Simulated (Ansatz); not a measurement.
Species: Cu2, charge 0, multiplicity 1. 
Structure (B3LYP-D3(BJ)/def2-TZVP (Ansatz, a program for electronic structure) minimum search):
```
Cu
Cu 1 2.2914
```
Charge 0, spin multiplicity 1.

Computed values are from Ansatz. Cores are frozen in the correlated levels unless marked. Open shells are spin-unrestricted. Spin-orbit coupling is left out. The frozen core is the preceding noble-gas configuration, with the filled d and f shells of earlier blocks. Non-relativistic. CBS(X,Y): correlation extrapolated as X^-3; Hartree-Fock from the larger set. [CCSD(T)-MP2]/basis is that difference in the basis named.

```json
{
  "atomisation energy De": "181.0 kJ/mol at CCSD(T)/CBS(def2-TZVPPD,def2-QZVPPD)",
  "vertical ionisation energy (to the doublet)": "7.83 eV at RI-MP2/CBS(def2-TZVPPD,def2-QZVPPD)+[CCSD(T)-MP2]/def2-TZVPPD",
  "total_energy": "-3278.9730 Eh at CCSD(T)/CBS(def2-TZVPPD,def2-QZVPPD)",
  "dipole_moment": "0.00 D at CCSD(T)/def2-SVPD"
}
```

The T1 diagnostic of CCSD in the largest basis is 0.029, which is high, so the coupled-cluster rows are less sure than usual.
